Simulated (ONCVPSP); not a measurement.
**I: variants of one ONCV potential**

Base potential:

- Element: I
- Generator: ONCVPSP 4.0.1
- Type: optimised norm-conserving Vanderbilt (ONCV)
- Functional: PBEsol
- Relativity: scalar-relativistic
- Frozen core: [Kr] 4d10
- Valence charge: 7
- Reference configuration: 5s1.5 5p5.5
- Partial waves: 5s: rc 1.70 bohr, ncon 5, nbas 8, qcut 3.1 1/bohr, 2 projectors, debl 0.3 Ha; 5p: rc 1.90 bohr, ncon 3, nbas 7, qcut 3.5 1/bohr, 2 projectors, debl 1.8 Ha
- Local potential: polynomial inside 1.60 bohr (lpopt 5, dvloc0 0 Ha)
- Core correction: polynomial model core, fcfact 0.25

In the s channel the program set the typed energies aside and used -0.655, 0.250 Ha.

All-electron outer shells of the reference configuration (PBEsol, scalar-relativistic, ld1.x):

| shell | level (eV) | outermost node (bohr) | outermost maximum (bohr) |
| --- | --- | --- | --- |
| 4p | -128.06 | 0.37 | 0.72 |
| 4d | -50.87 | 0.35 | 0.78 |
| 5s | -17.81 | 0.88 | 1.70 |
| 5p | -7.37 | 0.96 | 2.02 |

Cutoffs, loose and tight: the cutoffs (Ha) at which the residual kinetic energy of the hardest occupied pseudo-wave falls to 1 and 0.1 mHa per electron. They do not see the model core or the augmentation charge, which bear on the density cutoff. Test errors are all-electron minus pseudo excitation energies from the reference, over the configurations 5s2 5p5; 5s2 5p4; 5s2 5p3; 5s1 5p5. A dash means not determined; rows that change the core or the reference have their own tests.

```csv
change,outcome,"cutoff, loose","cutoff, tight",bound ghosts,GHOST(+) flags above zero,largest test error (meV)
base,"generated, projector energies reset by the program",23 Ha,46 Ha,none,"s, p",-15
p: qcut 2.1,"generated, projector energies reset by the program",23 Ha,46 Ha,none,"s, p",-14
p: qcut 2.5,"generated, projector energies reset by the program",24 Ha,48 Ha,none,"s, p",-14
p: qcut 2.8,"generated, projector energies reset by the program",23 Ha,47 Ha,none,"s, p",-14
p: qcut 3.1,"generated, projector energies reset by the program",23 Ha,46 Ha,none,"s, p",-14
p: qcut 3.6,"generated, projector energies reset by the program",23 Ha,46 Ha,none,"s, p",-16
p: qcut 3.9,"generated, projector energies reset by the program",23 Ha,46 Ha,none,"s, p",-16
p: qcut 4.3,"generated, projector energies reset by the program",23 Ha,46 Ha,none,"s, p",-17
p: qcut 4.6,"generated, projector energies reset by the program",23 Ha,46 Ha,none,"s, p",-18
p: qcut 4.8,"generated, projector energies reset by the program",23 Ha,46 Ha,none,"s, p",-18
p: qcut 5.2,"generated, projector energies reset by the program",23 Ha,46 Ha,none,"s, p",-19
```

Reading the sweep of the qcut of the p channel (base included, trends over the rows without a ghost): The loose cutoff stays near 23 Ha. The median size of the test errors (rows with all tests solved) rises from 4.3 meV at 2.1 to 8.3 meV at 5.2 1/bohr.
